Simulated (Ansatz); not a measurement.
`C[CH2][Al]([Cl])[Cl]` + HI → `[Cl][Al]([Cl])[I]` + `CC` at 500 K and 1 bar (ligand exchange at the Al–C bond).

Gas-phase electronic energies from Ansatz, PBE0-D4/def2-TZVP geometries. CBS: MP2 limit from def2 TZ/QZ plus the TZ coupled-cluster correction, frozen cores. This one scheme is used for every species. Elements past krypton have def2 core potentials. For I outer-core shells are correlated without core-valence functions, which leaves a few kJ/mol of doubt a bond. Each species was taken in one conformer, which may not be the lowest.

```csv
species,CCSD(T)/CBS energy (Eh),H − E (kJ/mol),S (J/(mol·K))
`C[CH2][Al]([Cl])[Cl]`,-1240.84163,225.8,440.3
HI,-298.03592,28.6,221.6
`[Cl][Al]([Cl])[I]`,-1459.21603,43.8,382.5
`CC`,-79.71954,220.5,259.9
```

H − E and S are ideal-gas, rigid-rotor, harmonic terms from PBE0-D4/def2-TZVP, for one conformer and one mirror image of each species. 1 Eh = 2625.50 kJ/mol, R = 8.31446 J/(mol·K).

Question: By hand: ΔE, ΔH, ΔS and ΔG.

Answer: ΔE = (-1459.21603) + (-79.71954) − (-1240.84163) − (-298.03592) = -0.05802 Eh = -152.3 kJ/mol. Δ(H − E) = 43.8 + 220.5 − 225.8 − 28.6 = 9.9, so ΔH = -142.4 kJ/mol. ΔS = 382.5 + 259.9 − 440.3 − 221.6 = -19.5 J/(mol·K). ΔG = -142.4 − 500 × (-19.5)/1000 = -132.7 kJ/mol.

Question: By hand: the equilibrium constant, and the temperature at which ΔG would vanish if ΔH and ΔS stayed fixed.

Answer: log₁₀ K = −ΔG/(RT ln 10) = 13.9. ΔG = 0 at ΔH/ΔS = 7303 K, far beyond where these terms or the molecules hold.

ΔH outweighs TΔS. A doubt of 5 kJ/mol in ΔE shifts log₁₀ K by 0.5 here. Other conformers and mirror images would add mixing entropy, several J/(mol·K) or more a flexible species. Modes under 60 cm⁻¹, often nearly free rotors, make the harmonic entropy too high. These are equilibria of isolated gas molecules and say nothing of rates. Largest T1 diagnostic: 0.009 (customary marks: 0.02 for closed shells, 0.045 for open ones).
